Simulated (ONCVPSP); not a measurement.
**Varying the ONCV potential for iridium (Ir)**

Base potential:

```json
{"Element": "Ir (Z = 77)", "Generator": "ONCVPSP 4.0.1", "Type": "optimised norm-conserving Vanderbilt (ONCV)", "Functional": "PBE", "Relativity": "fully relativistic", "Frozen core": "[Kr] 4d10", "Valence charge": "31", "Reference configuration": "4f14 5s2 5p6 5d7 6s1.5 (charge +0.5)", "Partial waves": "5s+6s: rc 1.80 bohr, ncon 4, nbas 7, qcut 5 1/bohr, 3 projectors, debl 1.8 Ha; 5p: rc 1.25 bohr, ncon 3, nbas 6, qcut 7.1 1/bohr, 2 projectors, debl 3.6 Ha; 5d: rc 1.75 bohr, ncon 3, nbas 8, qcut 8.5 1/bohr, 2 projectors, debl 1.4 Ha; 4f: rc 0.65 bohr, ncon 4, nbas 9, qcut 26.5 1/bohr, 1 projector", "Local potential": "polynomial inside 0.65 bohr (lpopt 5, dvloc0 0 Ha)", "Core correction": "Teter function, fcfact 4.25, rcfact 1.4"}
```

Open shells are filled in proportion to 2j + 1.

All-electron outer shells of the reference configuration (PBE, scalar-relativistic, ld1.x):

```tsv
shell	level (eV)	outermost node (bohr)	outermost maximum (bohr)
4d	-294.99	0.21	0.42
5s	-102.00	0.50	0.89
4f	-66.19	–	0.39
5p	-58.73	0.54	1.01
5d	-11.11	0.59	1.29
6s	-9.85	1.17	2.35
```

Cutoffs, loose and tight: the cutoffs (Ha) at which the residual kinetic energy of the hardest occupied pseudo-wave falls to 1 and 0.1 mHa per electron. They do not see the model core or the augmentation charge, which bear on the density cutoff. Test errors are all-electron minus pseudo excitation energies from the reference, over the configurations 4f14 5s2 5p6 5d7 6s2; 4f14 5s2 5p6 5d7 6s1; 4f14 5s2 5p6 5d7 6s0; 4f14 5s2 5p6 5d7.5 6s1.5. A dash means not determined; rows that change the core or the reference have their own tests.

A true bound ghost makes a file unfit for plane-wave use even where its test errors are small: the radial tests pick states by their node count and pass the ghost by.

```tsv
change	outcome	cutoff, loose	cutoff, tight	bound ghosts	GHOST(+) flags above zero	largest test error (meV)
base	generated	304 Ha	330 Ha	s, p3/2, p1/2	s, d5/2, d3/2	-9.1
all radii but the core radius scaled by about 0.79 (s 1.42, p 0.98, d 1.38, f 0.52 bohr); local potential polynomial inside 0.52 bohr (lpopt 5, dvloc0 0 Ha)	generated	590 Ha	1270 Ha	s, p3/2, p1/2	s, d5/2, d3/2	-5.3
all radii but the core radius scaled by about 0.85 (s 1.52, p 1.06, d 1.48, f 0.56 bohr); local potential polynomial inside 0.56 bohr (lpopt 5, dvloc0 0 Ha)	generated	–	–	s, p3/2, p1/2	s, d5/2, d3/2	-6.5
all radii but the core radius scaled by about 0.91 (s 1.64, p 1.14, d 1.60, f 0.60 bohr); local potential polynomial inside 0.60 bohr (lpopt 5, dvloc0 0 Ha)	generated	–	–	s, p3/2, p1/2	s, d5/2, d3/2	-7.9
all radii but the core radius scaled by about 1.09 (s 1.96, p 1.36, d 1.90, f 0.70 bohr); local potential polynomial inside 0.70 bohr (lpopt 5, dvloc0 0 Ha)	generated	286 Ha	313 Ha	s, p3/2	p1/2, d3/2	-9.3
all radii but the core radius scaled by about 1.15 (s 2.08, p 1.44, d 2.02, f 0.74 bohr); local potential polynomial inside 0.74 bohr (lpopt 5, dvloc0 0 Ha)	generated	275 Ha	302 Ha	s	p3/2, p1/2	-19
all radii but the core radius scaled by about 1.20 (s 2.16, p 1.50, d 2.10, f 0.78 bohr); local potential polynomial inside 0.78 bohr (lpopt 5, dvloc0 0 Ha)	generated	264 Ha	290 Ha	s	p3/2, p1/2	-11
all radii but the core radius scaled by about 1.27 (s 2.28, p 1.58, d 2.22, f 0.82 bohr); local potential polynomial inside 0.82 bohr (lpopt 5, dvloc0 0 Ha)	generated	253 Ha	280 Ha	s	p3/2, p1/2	-7.8
all radii but the core radius scaled by about 1.31 (s 2.36, p 1.64, d 2.30, f 0.86 bohr); local potential polynomial inside 0.86 bohr (lpopt 5, dvloc0 0 Ha)	generated	239 Ha	265 Ha	s	p3/2, p1/2	-10.0
```

Reading the sweep of the scale of all radii but the core radius (base = 1) (base included, trends over the rows without a ghost): Bound ghosts are found at 0.79, 0.85, 0.91, 1, 1.09, 1.15, 1.2, 1.27, 1.31. Every judged row has one, so this setting neither creates nor removes them.
